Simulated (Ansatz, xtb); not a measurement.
**Relative energy of two isomers of C4H6B+**

Structure X is `BC[c+]1cc1`, a singlet and structure Y is `Bc1c[c+]1C`, a singlet. Both are isolated ions in the gas phase, relaxed with PBE0-D3(BJ)/def2-SVP; the shapes shown needn't be the lowest conformers.

X (Å):

```xyz
11

C    -1.1523   -0.3232    0.1792
C     0.1121    0.2818   -0.1433
C     1.4577    0.1727   -0.4269
C     0.8594    1.3823   -0.5072
B    -1.7764   -1.1271   -1.0519
H    -2.9208   -1.4671   -0.9362
H    -1.1035   -1.4148   -2.0064
H    -1.0126   -1.1665    0.8877
H    -1.8751    0.3859    0.6076
H     2.3603   -0.4355   -0.5187
H     0.9307    2.4528   -0.7120
```

Y (Å):

```xyz
11

C    -1.1877   -0.4075   -0.5954
C    -1.2190   -0.1992    0.7655
C    -0.0811    0.0863    0.0994
C     1.3007    0.5446    0.0341
B    -1.8626   -0.8491   -1.8987
H    -1.7683   -2.0021   -2.2222
H    -2.4487   -0.0206   -2.5415
H    -1.8105   -0.2547    1.6817
H     1.6490    0.9242    1.0021
H     1.9348   -0.3006   -0.2845
H     1.3968    1.3186   -0.7440
```

Quicker runs give these differences E(Y) − E(X): GFN2-xTB −61.8 kJ/mol; HF/STO-3G −53.7 kJ/mol (at GFN2-xTB geometries); r2SCAN-D4/def2-SVP −46.9 kJ/mol (at GFN2-xTB geometries).

Problem. Estimate E(Y) − E(X) at the level CCSD(T)/def2-SVP + ΔMP2/def2-TZVPP.

Solution. Calculated at CCSD(T)/def2-SVP + ΔMP2/def2-TZVPP: E(Y) − E(X) = −40.9 kJ/mol, so structure Y lies lower.

Level by level:

```tsv
level	geometry	E(Y) − E(X) (kJ/mol)	departure from the last row (kJ/mol)	job, with rough time for the two
GFN2-xTB	GFN2-xTB	−61.8	−20.9	optimisation, 0.32 s
HF/STO-3G	GFN2-xTB	−53.7	−12.7	single point, 0.42 s
r2SCAN-D4/def2-SVP	GFN2-xTB	−46.9	−5.9	single point, 2.9 s
PBE0-D3(BJ)/def2-SVP	PBE0-D3(BJ)/def2-SVP	−43.9	−3.0	optimisation, 1.8 min
HF/def2-SVP	PBE0-D3(BJ)/def2-SVP	−43.8	−2.9	part of the CCSD(T) run
MP2/def2-SVP	PBE0-D3(BJ)/def2-SVP	−40.4	+0.5	part of the CCSD(T) run
CCSD(T)/def2-SVP	PBE0-D3(BJ)/def2-SVP	−41.7	−0.8	single point
CCSD(T)/def2-SVP + ΔMP2/def2-TZVPP	PBE0-D3(BJ)/def2-SVP	−40.9		single point, 30 s
```

As drawn, both hold the same kinds of bond in the same numbers. Structure X has 0 methyl groups, Y 1.

The levels shown agree on the order. The largest departure from CCSD(T)/def2-SVP + ΔMP2/def2-TZVPP is that of GFN2-xTB, 20.9 kJ/mol. The last row adds to CCSD(T) the change of the MP2 difference between the two basis sets, here +0.8 kJ/mol.

With harmonic frequencies from PBE0-D3(BJ)/def2-SVP (ideal gas, rigid rotor, one conformer each, 298.15 K, 1 atm): on the last row, ΔE + ΔZPE = −41.2 kJ/mol. A mode under 50 cm⁻¹ makes harmonic enthalpies and free energies unreliable, so none is given.

The correlated steps freeze 5 core orbitals. Codes used: Ansatz 0.2.0, xtb 6.7.1; the last row on 2 threads of Intel(R) Xeon(R) Processor @ 2.70GHz on a shared host.
